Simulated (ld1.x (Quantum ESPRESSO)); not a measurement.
## phosphorus (P): variants of one PAW potential

Base potential:

- Element: P
- Generator: ld1.x (Quantum ESPRESSO) 7.5
- Type: PAW
- Functional: PBE
- Relativity: non-relativistic
- Frozen core: [Ne]
- Valence charge: 5
- Reference configuration: 3s1 3p4
- Partial waves: 3s (bound): rcut 1.15, rcutus 1.55 bohr; 3s channel at 1.85 Ry: rcut 1.15, rcutus 1.55 bohr; 3p (bound): rcut 1.20, rcutus 1.40 bohr; 3p channel at 0.2 Ry: rcut 1.20, rcutus 1.40 bohr
- Local potential: all-electron potential smoothed inside 1.45 bohr (lloc = -1)
- Core correction: Bessel-smoothed model core, default radius (core density twice the valence density)
- Augmentation charge: PSQ, inside the norm-conserving radii

Cutoffs, loose and tight: the cutoffs (Ry, on a coarse ladder) from which the occupation-weighted sum of valence levels, in a spherical-Bessel basis at the reference potential, stays within 10 and 1 mRy of its value at 400 Ry. They do not see the model core or the augmentation charge, which bear on the density cutoff. Test errors are all-electron minus pseudo excitation energies from the reference, over the configurations 3s2 3p3; 3s2 3p2; 3s2 3p1; 3s2 3p3.3; 3s0 3p5; 3s1 3p0; 3s1 3p3. A dash means not determined; rows that change the core or the reference have their own tests.

```csv
change,outcome,"cutoff, loose","cutoff, tight",bound ghosts,largest test error (meV)
base,generated,15 Ry,30 Ry,none,-113
"wave 3s channel at 1.85 Ry: rcut 1.15, rcutus 1.55 bohr becomes 3s channel at -0.96 Ry: rcut 1.15, rcutus 1.55 bohr",generated,12 Ry,30 Ry,none,-116
"wave 3s channel at 1.85 Ry: rcut 1.15, rcutus 1.55 bohr becomes 3s channel at -0.89 Ry: rcut 1.15, rcutus 1.55 bohr",generated,12 Ry,30 Ry,none,-116
"wave 3s channel at 1.85 Ry: rcut 1.15, rcutus 1.55 bohr becomes 3s channel at -0.78 Ry: rcut 1.15, rcutus 1.55 bohr",generated,12 Ry,30 Ry,none,-116
"wave 3s channel at 1.85 Ry: rcut 1.15, rcutus 1.55 bohr becomes 3s channel at -0.55 Ry: rcut 1.15, rcutus 1.55 bohr",generated,12 Ry,30 Ry,none,-116
"wave 3s channel at 1.85 Ry: rcut 1.15, rcutus 1.55 bohr becomes 3s channel at -0.2 Ry: rcut 1.15, rcutus 1.55 bohr",generated,12 Ry,30 Ry,none,-115
"wave 3s channel at 1.85 Ry: rcut 1.15, rcutus 1.55 bohr becomes 3s channel at 0.38 Ry: rcut 1.15, rcutus 1.55 bohr",generated,15 Ry,30 Ry,none,-115
"wave 3s channel at 1.85 Ry: rcut 1.15, rcutus 1.55 bohr becomes 3s channel at 1.57 Ry: rcut 1.15, rcutus 1.55 bohr",generated,15 Ry,30 Ry,none,-113
"wave 3s channel at 1.85 Ry: rcut 1.15, rcutus 1.55 bohr becomes 3s channel at 2.51 Ry: rcut 1.15, rcutus 1.55 bohr",generated,15 Ry,30 Ry,none,-112
"wave 3s channel at 1.85 Ry: rcut 1.15, rcutus 1.55 bohr becomes 3s channel at 5.25 Ry: rcut 1.15, rcutus 1.55 bohr",generated,15 Ry,30 Ry,none,-109
```
